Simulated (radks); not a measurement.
Ionisation of the oxygen ion O+, [He] 2s2 2p3, to [He] 2s2 2p2 as the strength of local exchange is varied. All-electron calculation, scalar-relativistic Kohn-Sham, Slater X-alpha exchange (alpha = 2/3 is LDA exchange), no correlation, spin-unpolarised, spherical densities, finite nucleus; Fermi nuclear charge, rms radius 2.6991 fm. Program: a radial shooting solver on a logarithmic mesh with Libxc functionals.

alpha  E(O+) (hartree)  exchange (hartree)  IE (eV)  -e of the level emptied (eV)  <r> of it (bohr)
0.666        -73.41751            -6.80660   32.104                   23.048 (2p)             1.118
0.667        -73.42773            -6.81754   32.124                   23.067 (2p)             1.118
0.676        -73.51977            -6.91612   32.304                   23.230 (2p)             1.115
0.737        -74.14590            -7.58884   33.534                   24.350 (2p)             1.100
0.764        -74.42433            -7.88915   34.086                   24.854 (2p)             1.093
0.8          -74.79679            -8.29201   34.828                   25.533 (2p)             1.084
0.929        -76.14293            -9.75845   37.554                   28.040 (2p)             1.054

NIST Atomic Spectra Database: 35.121 eV (measured). The Delta-SCF value meets it near alpha = 0.81. Spin polarisation and multiplet splitting are left out, so open shells lie too high by an amount that depends on their filling.

Beside tabulated values, note that spin-unpolarised runs miss the spin-polarisation part of the exchange energy of open shells.
